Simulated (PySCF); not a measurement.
C2H10N2Si2, SMILES N[Si@@H]1C[SiH2]CN1.

Geometry: PBE0-D3(BJ)/def2-SVP. The structure was generated by enumeration; whether it is a known compound was not checked. One conformer was computed; it need not be the lowest.

Two levels are set side by side: PBE/def2-TZVP (PySCF) and PBE0/def2-TZVP (PySCF). Same geometry, gas phase. Differences are taken from unrounded values.

| quantity | PBE0 |
|---|---|
| orbital gap (eV) | 7.45 |
| highest occupied level (eV) | -6.61 |
| lowest empty level (eV) | 0.84 |
| dipole moment (D) | 0.85 |
| mean polarisability (bohr³) | 87.3 |

What does PBE give, and how far is it from PBE0? (An estimate is asked for; the answer gives what the named calculation found.)


```
quantity                       PBE  PBE minus PBE0
---------------------------  -----  --------------
orbital gap (eV)              5.33           -2.11
highest occupied level (eV)  -5.30            1.31
lowest empty level (eV)       0.04           -0.80
dipole moment (D)             0.93            0.08
mean polarisability (bohr³)   91.3             4.0
```

PBE's occupied levels lie high since its potential decays too fast outside the molecule; exact exchange lowers them and widens the gap. PBE's more diffuse valence density responds more strongly to a field. Differences between two approximate levels are no errors against the true value.

Rough cost on one machine, each run with all the roots and properties that it gave: PBE0 against PBE within a factor of 2.
